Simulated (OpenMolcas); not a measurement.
Computed levels of 4s² 4p³ in ions with 33 electrons, in cm-1 above ⁴S°_3/2.

```json
{
  "Program": "OpenMolcas",
  "Method": "SS-CASPT2, IPEA 0.25 Eh, imaginary shift 0.1 Eh",
  "Basis": "ANO-RCC-VTZP",
  "Scalar Hamiltonian": "DKH2, point nucleus",
  "Spin-orbit coupling": "state interaction with AMFI integrals over the reference wave functions, term energies averaged over their components"
}
```

Active space for each ion: 3 electrons in 3 orbitals (4p); closed shells correlated by CASPT2: 3d 4s.

```csv
Level,As,Se+,Kr3+
²D°_3/2,11600,14300,18570
²D°_5/2,11810,14750,19900
²P°_1/2,19890,24930,33330
²P°_3/2,20170,25540,35180
```

Q: Estimate ²D°_3/2, ²D°_5/2 for Br2+ from its neighbours Se+ and Kr3+.

A: ²D°_3/2 is another term, which grows about linearly with the charge: (14300 + 18570) / 2 = 16435. The calculation gives 16570, so the estimate is off by -0.8 %.
²D°_5/2 is another term, which grows about linearly with the charge: (14750 + 19900) / 2 = 17325. The calculation gives 17390, so the estimate is off by -0.4 %.

Term energies are means over components that CASPT2 splits; among the terms shown or strongly mixed into the levels shown the widest spread is 220 cm-1 (4s² 4p³ ²D°, Se+). With the s shell closed, the reference lacks s² → p² mixing. Levels of configurations outside the active space are missing.

° marks odd parity.
